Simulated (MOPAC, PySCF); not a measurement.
H$_{4}$O$_{4}$Sn, SMILES `[OH][Sn]([OH])([OH])[OH]`, neutral singlet in the gas phase. 

Cartesian coordinates (Å):
SMILES: [OH][Sn]([OH])([OH])[OH]
```xyz
9

O     -0.6040     1.7039    -0.7516
Sn     0.0000     0.0001    -0.0001
O      0.5812    -1.3572    -1.2855
O     -1.5421    -0.7604     0.9358
O      1.5649     0.4137     1.1010
H     -1.5641     1.7453    -0.8337
H      1.5391    -1.3656    -1.3975
H     -1.5679    -1.7225     0.8725
H      1.5929     1.3427     1.3589
```
Charge 0, spin multiplicity 1.

All levels are single points at this geometry (B3LYP-D3(BJ)/def2-TZVP); Pople sets use spherical d functions. Orbital energies aren't observables, and empty levels follow the basis.

B3LYP/6-31G* (LANL2DZ on Sn) in PySCF gives gap (eV) = 6.97.

Task: Estimate the gap (eV) from each of these levels: B3LYP-D3(BJ)/def2-TZVP in PySCF; PBE-D3(BJ)/def2-TZVP in PySCF; B3LYP/6-311+G** (LANL2DZ on Sn) in PySCF; B3LYP/LANL2DZ in PySCF; BP86/6-31G* (LANL2DZ on Sn) in PySCF; PBE/6-31G* (LANL2DZ on Sn) in PySCF; SVWN5/6-31G* (LANL2DZ on Sn) in PySCF; HF/6-31G* (LANL2DZ on Sn) in PySCF; AM1 in MOPAC; PM3 in MOPAC; PM6 in MOPAC; PM7 in MOPAC.

Result: 
```json
[
 {"level": "B3LYP-D3(BJ)/def2-TZVP in PySCF", "gap (eV)": "6.71"},
 {"level": "PBE-D3(BJ)/def2-TZVP in PySCF", "gap (eV)": "4.62"},
 {"level": "B3LYP/6-311+G** (LANL2DZ on Sn) in PySCF", "gap (eV)": "6.88"},
 {"level": "B3LYP/LANL2DZ in PySCF", "gap (eV)": "6.68"},
 {"level": "BP86/6-31G* (LANL2DZ on Sn) in PySCF", "gap (eV)": "4.79"},
 {"level": "PBE/6-31G* (LANL2DZ on Sn) in PySCF", "gap (eV)": "4.72"},
 {"level": "SVWN5/6-31G* (LANL2DZ on Sn) in PySCF", "gap (eV)": "4.72"},
 {"level": "HF/6-31G* (LANL2DZ on Sn) in PySCF", "gap (eV)": "15.88"},
 {"level": "AM1 in MOPAC", "gap (eV)": "10.45"},
 {"level": "PM3 in MOPAC", "gap (eV)": "10.89"},
 {"level": "PM6 in MOPAC", "gap (eV)": "10.88"},
 {"level": "PM7 in MOPAC", "gap (eV)": "12.17"}
]
```
